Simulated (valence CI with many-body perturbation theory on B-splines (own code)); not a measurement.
# Tb⁵²⁺: electric-dipole lines

Computed by relativistic CI+MBPT: three valence electrons over a frozen Dirac-Fock core [Ne], a basis of 11 s, 11 p, 10 d, 8 f, 5 g, 2 h functions for each j, with the one-electron correlation potential Σ1 (screened to all orders), the two-electron term Σ2, the three-electron term Σ3, Breit, model QED; selected single and double excitations, second order for the rest, scaled by the run's own slope (own B-spline code, finite nucleus).

No measured spectrum was set against this ion. As an estimate, large intervals hold to a few tenths of a per cent, small ones and those within an open d or f shell to about a per cent.

Lines 101 to 150 of 584 in falling wavelength, among levels below 2385.8 eV, chosen from the strongest by gf and those to the six lowest levels. Wavelengths and rates use the calculated energies. Electric multipoles are in the length gauge with retardation, E1 and E2 with the static RPA response of the core. Weak lines are less certain than strong ones. Lines between different terms over intervals too small for the method are left out, as are lines whose strength nearly cancels. The highest levels of a list are the least certain.

Levels are named by their leading jj configuration (3d3/2^4 stands for four electrons in 3d with j = 3/2), which in mixed levels can hold well under half, so a name can repeat and another be missing. Letters in brackets count levels of one name in rising energy.

```csv
λ vac (nm),Upper,Lower,A (s⁻¹),S (a.u.)
5.579,(3d3/2^2 3d5/2) J=5/2 [a],(3p3/2 3d3/2^2) J=5/2,4.20e+10,2.16e-02
5.567,(3d3/2 3d5/2^2) J=5/2 [a],(3p3/2 3d3/2 3d5/2) J=5/2 [c],4.91e+10,2.51e-02
5.563,(3p3/2 3d5/2^2) J=5/2 [b],(3p3/2^2 3d5/2) J=3/2,1.22e+11,6.22e-02
5.553,(3s 3d3/2 3d5/2) J=1/2,(3s 3p3/2 3d3/2) J=1/2 [b],1.04e+11,1.76e-02
5.542,(3p3/2 3d3/2 3d5/2) J=3/2 [a],(3p3/2^2 3d3/2) J=3/2 [a],5.20e+10,1.75e-02
5.539,(3p3/2 3d3/2 3d5/2) J=5/2 [b],(3p3/2^2 3d3/2) J=3/2 [a],1.07e+11,5.40e-02
5.531,(3s 3p1/2 3d5/2) J=5/2 [a],(3s 3p1/2 3p3/2) J=5/2,5.05e+09,2.53e-03
5.523,(3d3/2 3d5/2^2) J=9/2,(3p3/2 3d3/2 3d5/2) J=7/2 [b],2.47e+10,2.05e-02
5.517,(3d3/2 3d5/2^2) J=7/2 [a],(3p3/2 3d3/2 3d5/2) J=5/2 [b],8.60e+10,5.70e-02
5.506,(3s 3p1/2 3d5/2) J=5/2 [b],(3s 3p1/2 3p3/2) J=3/2 [b],7.98e+10,3.94e-02
5.497,(3p1/2 3p3/2 3d5/2) J=5/2 [a],(3p1/2 3p3/2^2) J=5/2,5.12e+10,2.52e-02
5.491,(3s 3d5/2^2) J=3/2,(3s 3p3/2 3d5/2) J=1/2,1.05e+11,3.43e-02
5.466,(3p3/2 3d3/2 3d5/2) J=3/2 [c],(3p3/2^2 3d3/2) J=3/2 [b],8.37e+10,2.70e-02
5.465,(3s 3d5/2^2) J=9/2,(3s 3p3/2 3d5/2) J=7/2 [a],1.41e+11,1.13e-01
5.458,(3d3/2 3d5/2^2) J=7/2 [b],(3p3/2 3d3/2 3d5/2) J=9/2 [b],5.83e+10,3.74e-02
5.450,(3p3/2 3d3/2 3d5/2) J=5/2 [d],(3p3/2^2 3d3/2) J=3/2 [b],1.40e+11,6.70e-02
5.447,(3d5/2^3) J=5/2,(3p3/2 3d5/2^2) J=5/2 [b],1.99e+11,9.51e-02
5.441,(3p3/2 3d5/2^2) J=7/2 [a],(3p3/2^2 3d5/2) J=7/2,5.40e+10,3.43e-02
5.438,(3p1/2 3d3/2 3d5/2) J=5/2 [a],(3p1/2 3p3/2 3d3/2) J=3/2 [a],7.06e+10,3.36e-02
5.437,(3d3/2^2 3d5/2) J=5/2 [a],(3p3/2 3d3/2^2) J=3/2 [a],9.12e+10,4.34e-02
5.429,(3s 3d5/2^2) J=7/2,(3s 3p3/2 3d5/2) J=7/2 [b],6.79e+10,4.29e-02
5.422,(3d3/2^2 3d5/2) J=9/2,(3p3/2 3d3/2^2) J=7/2,1.70e+11,1.34e-01
5.419,(3d3/2^2 3d5/2) J=7/2,(3p3/2 3d3/2^2) J=7/2,4.31e+10,2.71e-02
5.416,(3p1/2 3d5/2^2) J=5/2,(3p1/2 3p3/2 3d5/2) J=7/2 [b],4.14e+10,1.95e-02
5.411,(3d3/2 3d5/2^2) J=5/2 [b],(3p3/2 3d3/2 3d5/2) J=5/2 [c],6.84e+10,3.21e-02
5.405,(3s 3d3/2 3d5/2) J=5/2 [b],(3s 3p3/2 3d3/2) J=3/2 [b],8.00e+10,3.74e-02
5.395,(3s 3p1/2 3d5/2) J=3/2,(3s 3p1/2 3p3/2) J=3/2 [b],3.55e+10,1.10e-02
5.394,(3p3/2 3d5/2^2) J=7/2 [a],(3p3/2^2 3d5/2) J=9/2,4.29e+10,2.66e-02
5.393,(3d5/2^3) J=5/2,(3p3/2 3d5/2^2) J=7/2 [b],9.49e+10,4.41e-02
5.392,(3s 3p3/2 3d5/2) J=5/2 [a],(3s 3p3/2^2) J=5/2,1.11e+11,5.17e-02
5.388,(3d3/2 3d5/2^2) J=7/2 [b],(3p3/2 3d3/2 3d5/2) J=5/2 [c],3.77e+10,2.33e-02
5.386,(3p3/2 3d5/2^2) J=9/2,(3p3/2^2 3d5/2) J=7/2,1.46e+11,1.13e-01
5.385,(3p1/2 3d3/2 3d5/2) J=5/2 [b],(3p1/2 3p3/2 3d3/2) J=3/2 [b],7.49e+10,3.46e-02
5.376,(3p1/2 3p3/2 3d5/2) J=1/2,(3p1/2 3p3/2^2) J=1/2,1.28e+11,1.96e-02
5.375,(3d3/2 3d5/2^2) J=3/2 [b],(3p3/2 3d3/2 3d5/2) J=1/2 [b],1.12e+11,3.43e-02
5.370,(3p1/2 3d3/2 3d5/2) J=7/2 [a],(3p1/2 3p3/2 3d3/2) J=5/2 [a],8.37e+10,5.12e-02
5.370,(3d5/2^3) J=9/2,(3p3/2 3d5/2^2) J=9/2,1.82e+11,1.39e-01
5.369,(3d3/2^2 3d5/2) J=7/2,(3p3/2 3d3/2^2) J=5/2,1.36e+11,8.33e-02
5.359,(3p3/2 3d3/2 3d5/2) J=7/2 [c],(3p3/2^2 3d3/2) J=5/2,2.75e+11,1.67e-01
5.358,(3d5/2^3) J=3/2,(3p3/2 3d5/2^2) J=1/2,1.34e+11,4.08e-02
5.346,(3s 3d3/2 3d5/2) J=3/2 [b],(3s 3p3/2 3d3/2) J=3/2 [b],7.54e+10,2.27e-02
5.340,(3p3/2 3d5/2^2) J=9/2,(3p3/2^2 3d5/2) J=9/2,1.72e+11,1.29e-01
5.337,(3p3/2 3d3/2 3d5/2) J=9/2 [b],(3p3/2^2 3d3/2) J=7/2,3.43e+11,2.58e-01
5.333,(3s 3p3/2 3d5/2) J=1/2,(3s 3p3/2^2) J=1/2,2.37e+11,3.55e-02
5.329,(3d3/2 3d5/2^2) J=5/2 [b],(3p3/2 3d3/2 3d5/2) J=7/2 [c],6.69e+10,3.00e-02
5.325,(3s 3d5/2^2) J=1/2,(3s 3p3/2 3d5/2) J=3/2 [b],1.99e+11,2.96e-02
5.324,(3s 3d3/2 3d5/2) J=7/2 [a],(3s 3p3/2 3d3/2) J=5/2 [a],1.37e+11,8.14e-02
5.322,(3p3/2 3d3/2 3d5/2) J=1/2 [b],(3p3/2^2 3d3/2) J=3/2 [b],2.14e+11,3.18e-02
5.319,(3p1/2 3d3/2 3d5/2) J=9/2,(3p1/2 3p3/2 3d3/2) J=7/2,1.11e+11,8.23e-02
5.316,(3d3/2^2 3d5/2) J=1/2,(3p3/2 3d3/2^2) J=1/2,1.34e+11,1.98e-02
```
